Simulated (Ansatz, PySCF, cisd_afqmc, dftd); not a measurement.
System: C₄H₉N, charge 0, singlet. C4H9N (SMILES NC1CCC1).
B3LYP-D3(BJ)/def2-TZVP minimum from Ansatz (a quantum-chemistry and plane-wave program):
```
C
H 1 1.0993
N 1 1.4551 2 113.56
H 3 1.0149 1 110.51 2 -58.97
H 3 1.0149 4 106.76 1 -120.23
C 1 1.5449 2 109.58 3 132.19
H 6 1.0901 1 117.93 2 -29.91
H 6 1.0907 7 109.38 1 126.45
C 1 1.5449 2 109.58 3 -132.19
H 9 1.0901 1 117.93 2 29.91
H 9 1.0907 10 109.38 1 -126.45
C 9 1.5490 10 118.20 11 -129.09
H 12 1.0889 9 117.43 10 99.85
H 12 1.0904 13 108.60 9 128.33
```

Wanted: enthalpy of formation at 298 K (by atomisation, with ideal-gas terms from PySCF's Hessian at B3LYP-D3(BJ)/def2-TZVP and the atoms' measured values of the G2/97 table; no spin-orbit terms), in kcal/mol. Radicals and triplets start from unrestricted determinants; spin-orbit coupling is neglected. Correlated methods leave the cores frozen. No relativity. AFQMC is phaseless with a CISD trial state; ± is one standard error, without the phaseless bias. Outlying blocks are dropped, and bars are widened where a walk drifts. Over all cases where full CI ran beside it in this data, AFQMC minus full CI had a median of +0.1 mEh and passed +0.4 mEh in a tenth of the cases. CBS(X,Y): correlation extrapolated as X^-3, Hartree-Fock from the larger set. A bracket is a step between two methods taken in the basis named. For partners of very few electrons the exact lower level stands in for a higher one.

Measured: 9.8 kcal/mol, 41.2 kJ/mol (CRC Handbook, as tabulated in the package chemicals); atomic spin-orbit terms, which the calculations lack, would raise the computed values.

| level | program | enthalpy of formation at 298 K (kcal/mol) | error against that value |
|---|---|---|---|
| HF/cc-pVQZ | Ansatz | 365.7 | 355.9 |
| PBE/def2-TZVPD | Ansatz | -13.5 | -23.3 |
| r2SCAN-D4/def2-TZVPD | Ansatz + dftd4 | 13.4 | 3.6 |
| r2SCAN/def2-TZVPD | Ansatz | 14.9 | 5.1 |
| PBE0-D4/def2-TZVPD | Ansatz + dftd4 | 0.4 | -9.4 |
| CAM-B3LYP-D3(BJ)/def2-TZVPD | Ansatz + dftd3 | 5.8 | -4.0 |
| CAM-B3LYP/def2-TZVPD | Ansatz | 10.5 | 0.7 |
| MP2/cc-pVDZ | Ansatz | 95.9 | 86.1 |
| MP2/cc-pVTZ | Ansatz | 29.9 | 20.1 |
| CCSD(T)/cc-pVDZ | Ansatz | 110.1 | 100.3 |
| CCSD(T)/cc-pVTZ | Ansatz | 45.0 | 35.2 |
| AFQMC/CISD/cc-pVTZ | cisd_afqmc | 44.8 ± 0.6 | 35.0 |
| CCSD(T)/CBS(cc-pVTZ,cc-pVQZ) + [AFQMC/CISD - CCSD(T)]/cc-pVTZ | Ansatz + cisd_afqmc | 13.7 ± 0.6 | 3.9 |
